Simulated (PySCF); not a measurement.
**How methods differ on the excitation energy of S²⁺**

S²⁺ [Ne] 3s2 3p2 (3P) → S²⁺ [Ne] 3s2 3p1 4s1 (3P), as a difference of total energies. All numbers are calculated (PySCF 2.14, scalar relativity by spin-free X2C-1e, in x2c-TZVPPall with one added diffuse shell each of s, p, d type (6s6p4d1f, 51 functions)). Correlated levels: valence and next inner shell: 1s2 frozen. The calculations carry no spin-orbit coupling.

```tsv
method	excitation energy (eV)
UHF	17.883
MP2 (valence and next inner shell)	17.957
SCS-MP2 (valence and next inner shell)	17.938
CCSD (valence and next inner shell)	17.968
CCSD(T) (valence and next inner shell)	17.933
```

Question: How much does correlation contribute at CCSD(T) (valence and next inner shell)?

Answer: 17.933 − (17.883) = 0.050 eV, measured against UHF.

A first-order spin-orbit estimate (lowest level to lowest level, LS coupling) adds -0.007 eV.

The promoted electron is Rydberg-like, and one or two diffuse shells describe it only roughly, which tends to raise the upper state.
